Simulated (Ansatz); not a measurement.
Mo2N2. The state is a singlet with charge 0. Geometry PBE-D4/def2-TZVP.

```xyz
4

Mo   -1.016   -0.891   -0.075
Mo    1.016    0.891    0.075
N     0.436   -0.579    0.967
N    -0.436    0.579   -0.967
```

In the def2 sets Mo takes a core potential; there is no spin–orbit coupling. The restricted singlet is unstable towards broken spin symmetry in Hartree–Fock (as tested in another run); at HF/def2-TZVP, PBE-D4/def2-TZVP, BLYP-D4/def2-TZVP, r2SCAN-D4/def2-TZVP and others this wasn't settled. At PBE-D4/def2-TZVP, BLYP-D4/def2-TZVP an occupied level lies above an empty one. Another isomer (quintet) lies 1.24 eV lower at PBE0-D4/def2-TZVP; other spin states weren't run for this one.

Question: Estimate the orbital energies around the gap (eV) in Ansatz with HF/def2-TZVP, PBE-D4/def2-TZVP, BLYP-D4/def2-TZVP, r2SCAN-D4/def2-TZVP, PBE0-D4/def2-TZVP.

Answer: 
```csv
orbital,HF/def2-TZVP,PBE-D4/def2-TZVP,BLYP-D4/def2-TZVP,r2SCAN-D4/def2-TZVP,PBE0-D4/def2-TZVP
HOMO−5,-11.29,-7.97,-7.86,-8.13,-9.05
HOMO−4,-11.02,-7.13,-7.02,-7.28,-8.27
HOMO−3,-10.24,-6.87,-6.79,-7.05,-7.91
HOMO−2,-7.00,-3.86,-3.83,-3.82,-4.46
HOMO−1,-6.89,-3.34,-3.29,-3.33,-4.09
HOMO,-5.99,-3.10,-3.09,-3.24,-4.03
LUMO,0.19,-3.12,-3.14,-2.92,-2.40
LUMO+1,0.26,-3.03,-2.96,-2.69,-1.74
LUMO+2,1.45,-2.38,-2.39,-2.08,-1.67
LUMO+3,1.58,-2.31,-2.28,-2.04,-1.24
LUMO+4,1.83,-1.64,-1.59,-1.51,-0.81
LUMO+5,2.41,-1.52,-1.53,-1.28,-0.68
```
